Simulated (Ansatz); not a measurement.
```xyz
3

O     0.0000    0.0000    0.0000
H     0.0000    2.4055    1.6668
H     0.0000   -2.4055    1.6668
```

Basis set: pcseg-2 (spherical functions). Charge 0, multiplicity 1.

Computed with Ansatz (development build ahead of 0.2.0); each method stands on the lowest determinant of its kind that the runs found.

The atomization energy at this shape (free ground-state atoms in the same class of orbitals less the molecule, no zero-point energy) of singlet H₂O in separate pieces:

```
method  atomization energy
   RHF            -9.31 eV
```

(1) What does PBE (unrestricted) give?

## Answers

(1) 0.15 eV. Caution: the shape is not the minimum. Caution for PBE (unrestricted): charge can spread falsely over distant fragments; the unrestricted determinant is a mixture of spin states. Caution for RHF: stretched shape with no unrestricted run beside it, a lower state can exist; the molecule lies well above its atoms at this level.
